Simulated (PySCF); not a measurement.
(FGe)4NH6 adamantane, F4Ge4H6N6.
Z-matrix (Å and degrees, PBE0-D3(BJ)/def2-SVP geometry), rows numbered from 1:
```
Ge
F   1  1.7245
N   1  1.8351  2  110.56
Ge  3  1.8309  1  112.28  2   178.32
F   4  1.7230  3  110.48  1  -179.39
N   4  1.8304  3  110.00  1   -57.01
Ge  6  1.8376  4  111.06  3    56.72
F   7  1.7251  6  110.14  4  -176.04
N   1  1.8323  2  110.27  3   121.30
N   7  1.8252  6  107.31  4    60.56
Ge 10  1.8467  7  111.41  6   -61.10
F  11  1.7236 10  108.06  7  -177.32
N   1  1.8337  2  110.83  3  -117.42
N  11  1.8249 10  106.24  7    60.84
H   3  1.0211  1  112.43  2   -53.55
H   6  1.0200  4  114.36  3   -72.95
H   9  1.0202  1  113.80  2   -47.00
H  10  1.0202  7  112.28  6   169.18
H  13  1.0198  1  114.83  2   -48.75
H  14  1.0210  4  112.60  3   176.73
```

Computed with TDDFT B3LYP/def2-SVPD, vertical, gas phase, core orbitals frozen in the response in PySCF 2.14.0, density-fitted response routines. The B3LYP/def2-SVPD calculation is non-relativistic and has no spin–orbit coupling, an omission that weighs most on germanium.

Broadening: Gaussians 0.3 eV wide at half height, area fixed by f = 4.319×10⁻⁹ ∫ε dν̃. The width is an assumption, not a result. The curve ends short of the highest state used, and states not computed would add to its high-energy end.

(E (eV), ε (L mol⁻¹ cm⁻¹)): (4.65, 1), (4.69, 4), (4.74, 14), (4.78, 33), (4.82, 75), (4.86, 155), (4.90, 295), (4.94, 514), (4.98, 823), (5.02, 1211), (5.06, 1637), (5.10, 2031), (5.14, 2310), (5.19, 2399), (5.23, 2237), (5.27, 1905), (5.31, 1483), (5.35, 1059), (5.39, 705), (5.43, 462), (5.47, 344), (5.51, 349), (5.55, 472), (5.59, 708), (5.64, 1161), (5.68, 1638), (5.72, 2189), (5.76, 2765), (5.80, 3304), (5.84, 3746), (5.88, 4060), (5.92, 4248), (5.96, 4341), (6.00, 4378), (6.04, 4402), (6.09, 4478), (6.13, 4640), (6.17, 4944), (6.21, 5396), (6.25, 5929), (6.29, 6412), (6.33, 6693), (6.37, 6676), (6.41, 6365)

(1) Locate the maxima and give the states behind the curve.

(2) Coming from long wavelengths, where does ε first pass 100 L mol⁻¹ cm⁻¹?

(3) On this curve, what absorbance would a 10⁻⁴ mol/L sample give at 266 nm over a 1 cm path?

Answers

(1) 239 nm (5.18 eV), ε about 2400, made up of S1 (22%) and S2 (78%); 195 nm (6.35 eV), ε about 6700, made up of S7 (51%) and S8 (41%) (ε in L mol⁻¹ cm⁻¹; maxima over ε = 5, shares over 10%). The states used: S1 5.10 eV (f 0.0070); S2 5.20 eV (f 0.021); S3 5.71 eV (f 0.0067); S4 5.86 eV (f 0.030); S5 6.00 eV (f 0.0085); S6 6.09 eV (f 0.026); S7 6.31 eV (f 0.040); S8 6.40 eV (f 0.034); S9 6.61 eV (f 0.023); S10 6.74 eV (f 0.015); S11 6.76 eV (f 0.021); S12 6.81 eV (f 0.0031); S13 6.91 eV (f 0.012); S14 6.97 eV (f 0.0057); S15 7.01 eV (f 0.0058).

(2) At about 256 nm (4.84 eV), 0.27 eV below S1.

(3) 266 nm is 4.661 eV, where ε is about 1.8 L mol⁻¹ cm⁻¹, so A = ε c l ≈ 0.00018 (Beer–Lambert, with the gas-phase spectrum and the assumed width).

One conformer stands for the species.
